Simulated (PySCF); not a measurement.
**VSF₃: from structure and modes to constants**

Level of theory: PySCF, PBE, basis V def2-SVP, S def2-SVP, F def2-SVP (no relativity, density fitting).

The singlet minimum has C3v symmetry. Masses (u): V 50.94396, S 31.97207, F 18.99840.

```xyz
5
charge 0 multiplicity 1, angstrom
V     0.0000    0.1918    0.1357
S     0.0000   -1.4559   -1.0302
F     1.4042    0.1770    1.1184
F    -1.4042    0.1770    1.1184
F     0.0000    1.5818   -0.8670
```

Harmonic wavenumbers (cm⁻¹): 210.9 (e, ×2), 231.3 (e, ×2), 251.4 (a1, ×1), 586.2 (a1, ×1), 746.2 (a1, ×1), 809.6 (e, ×2).

Problem. Find the principal moments of inertia and the rotational constants. What kind of rotor is it?

Solution. About the centre of mass I = 149.84, 215.05, 215.05 u Å². With B = 16.8576/I this gives 0.1125, 0.07839, 0.07839 cm⁻¹. The molecule is a prolate symmetric top.

Problem. Find the vibrational entropy and heat capacity at 298.15 K.

Solution. With u = 1.43878 ω/T, each mode gives S = R[u/(eᵘ−1) − ln(1−e⁻ᵘ)] and C = R u² eᵘ/(eᵘ−1)².
```
  ω (cm⁻¹)      u  S (J/(mol K))  C (J/(mol K))
210.9 (×2)  1.017           8.52           7.63
231.3 (×2)  1.116           7.82           7.50
     251.4  1.213           7.20           7.37
     586.2  2.829           1.98           4.44
     746.2  3.601           1.07           3.11
809.6 (×2)  3.907           0.84           2.66
```
The sums over all modes are S = 44.6 and C = 50.5 J/(mol K); the softest mode gives 19 % of the entropy (each member, where degenerate).

Problem. Give the standard entropy (298.15 K, 1 bar) by its translational, rotational, vibrational and spin parts, and Cp.

Solution. Sackur–Tetrode with M = 139.91 u gives 170.5; rotation with symmetry number 3 gives 104.9; vibration 44.6; spin R ln 1 = 0.0. The total is 319.9 J/(mol K), and Cp = 4 R + 50.5 = 83.8 J/(mol K).

This need not be the most stable arrangement of these atoms.
